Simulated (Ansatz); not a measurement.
RuF₃. Total charge 0; doublet. Geometry PBE0-D4/def2-TZVP, basis def2-TZVP, Ansatz.

```xyz
4

Ru    0.001   -0.001    0.000
F     0.005    1.018   -1.503
F     0.335   -1.783   -0.108
F    -0.340    0.765    1.610
```

```tsv
run	HOMO (eV)	LUMO (eV)
A	-5.68	-5.10
B	-7.90	-4.07
C	-6.21	-4.92
D	-9.54	-3.05
E	-5.77	-5.29
```

In the def2 sets Ru takes a core potential; there is no spin–orbit coupling. At PBE0-D4/def2-TZVP a quartet of charge 0 lies 0.56 eV below the doublet, each at its own geometry. Another isomer (doublet) lies 0.05 eV lower at r2SCAN-D4/def2-TZVP.

HOMO and LUMO are taken over both spins.

**Question.** The runs used CAM-B3LYP, PBE, PBE0, r2SCAN, revPBE. Estimate which is which.

**Answer.** A revPBE (0 % exact exchange); B PBE0 (25 % exact exchange); C r2SCAN (0 % exact exchange); D CAM-B3LYP (range-separated); E PBE (0 % exact exchange). Exact exchange lowers occupied and raises empty levels; among semilocal functionals meta-GGAs tend to open the gap a little, and such runs are hard to tell apart. The gap grows from 0.48 eV (PBE) to 6.49 eV (CAM-B3LYP). At PBE0-D4/def2-TZVP, r2SCAN-D4/def2-TZVP the charge 0 doublet is spin-contaminated (final ⟨S²⟩ up to 0.86, 0.75 for a pure state).
